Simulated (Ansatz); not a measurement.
System: CBr3, charge 0, multiplicity 2. It need not be the lowest isomer of its formula. 
Structure (B3LYP-D3(BJ)/def2-TZVP (Ansatz, a first-principles code) minimum search):
```
C
Br 1 1.8821
Br 1 1.8821 2 117.37
Br 1 1.8821 2 117.37 3 148.30
```
Charge 0, spin multiplicity 2.

Quantity: vertical ionisation energy (to the singlet state of charge +1; each state is the SCF solution reached for its spin; the molecule has degenerate orbitals, so one determinant may break the symmetry), in eV. Correlated levels leave the core frozen unless marked. UHF or UKS for open shells. Spin-orbit coupling is left out. Frozen are the shells of the preceding noble gas and the d and f shells that filled before the atom's block. Non-relativistic. CBS(X,Y): correlation extrapolated as X^-3; Hartree-Fock from the larger set. The bracket is a focal-point correction in the basis named.

```json
[
 {"level": "PBE/def2-TZVPD", "program": "Ansatz", "vertical ionisation energy (eV)": "8.00"},
 {"level": "r2SCAN/def2-TZVPD", "program": "Ansatz", "vertical ionisation energy (eV)": "8.31"},
 {"level": "B3LYP/def2-TZVPD", "program": "Ansatz", "vertical ionisation energy (eV)": "8.31"},
 {"level": "PBE0/def2-TZVPD", "program": "Ansatz", "vertical ionisation energy (eV)": "8.39"},
 {"level": "BHLYP/def2-TZVPD", "program": "Ansatz", "vertical ionisation energy (eV)": "[?]"},
 {"level": "CAM-B3LYP/def2-TZVPD", "program": "Ansatz", "vertical ionisation energy (eV)": "8.54"},
 {"level": "wB97X-V/def2-TZVPD", "program": "Ansatz", "vertical ionisation energy (eV)": "[?]"},
 {"level": "B2PLYP/def2-TZVPD", "program": "Ansatz", "vertical ionisation energy (eV)": "[?]"},
 {"level": "CCSD/aug-cc-pVDZ", "program": "Ansatz", "vertical ionisation energy (eV)": "8.32"},
 {"level": "CCSD/aug-cc-pVTZ", "program": "Ansatz", "vertical ionisation energy (eV)": "[?]"},
 {"level": "RI-MP2/CBS(aug-cc-pVTZ,aug-cc-pVQZ)+[CCSD(T)-MP2]/aug-cc-pVTZ", "program": "Ansatz", "vertical ionisation energy (eV)": "8.37"}
]
```

Q: What belongs in the gaps?

A: 
- BHLYP/def2-TZVPD, vertical ionisation energy (eV): 8.59
- wB97X-V/def2-TZVPD, vertical ionisation energy (eV): 8.52
- B2PLYP/def2-TZVPD, vertical ionisation energy (eV): 8.20
- CCSD/aug-cc-pVTZ, vertical ionisation energy (eV): 8.42
